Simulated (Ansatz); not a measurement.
Job for Ansatz (a program for electronic structure): R-PBE/def2-TZVPP on boron oxyfluoride (SMILES O=BF), atoms moved off the minimum.

Ansatz 0.2 input:
```yaml
crystal:
  periodic: [false, false, false]
  atoms:
    - {symbol: F, position_ang: [0.00205019, -0.00048231, -1.19440005]}
    - {symbol: B, position_ang: [-0.00135901, -0.03565419, 0.09486966]}
    - {symbol: O, position_ang: [0.00295797, 0.00969788, 1.29454672]}
basis:
  gaussian:
    orbitals: def2-TZVPP
hamiltonian:
  xc: {name: PBE}
scf: {lower_state_search: off}
output: {forces: true}
```

The log:

```
WARN ansatz: RAYON_NUM_THREADS=1 ignored (pool sized by the plan → 1); use --threads N
Functional definition: PBE
these checks for a lower state are left out or cut short: stability, starts, cluster_reference, orbital_swaps, neighbouring_geometries, increment
integrals: 0.01 GiB planned
476 factors; their error is unknown
mean field: 0.17 GiB planned
mean field evaluation 1: about -5431.6344 eV, gradient 6.8e1 eV
mean field evaluation 2: about -5364.2887 eV, gradient 1.8e2 eV
mean field evaluation 4: about -5438.5994 eV, gradient 1.9e1 eV
mean field evaluation 8: about -5439.0625 eV, gradient 1.4e-1 eV
mean field evaluation 16: about -5439.0602 eV, gradient 1.5e-5 eV
mean field -5439.06022754 eV, -199.8817766346 hartree, gradient 4.3e-6 eV, S^2 0.000000; 0 other end points of the search recorded, 0 dependent functions left out
the calculation of the forces begins
reference -5439.06026083 eV, -199.8817778580 hartree; 11, 11 occupied and 82, 82 virtual orbitals, 476 factors
Total energy: -5439.06026083 eV, -199.8817778580 hartree
Atom 0 at     0.002050    -0.000482    -1.194400 Å, force    -0.013365    -0.139431    -0.341268 eV/Å
Atom 1 at    -0.001359    -0.035654     0.094870 Å, force     0.022730     0.236589    -1.317056 eV/Å
Atom 2 at     0.002958     0.009698     1.294547 Å, force    -0.009365    -0.097158     1.658325 eV/Å
Dipole moment:    -0.002801    -0.029326    -0.416792 e Å
Checks for a lower state left out: stability, starts, cluster_reference, orbital_swaps, neighbouring_geometries, increment
```

The calculation finished and met its thresholds.

Cost: very roughly 0.7 core-seconds.
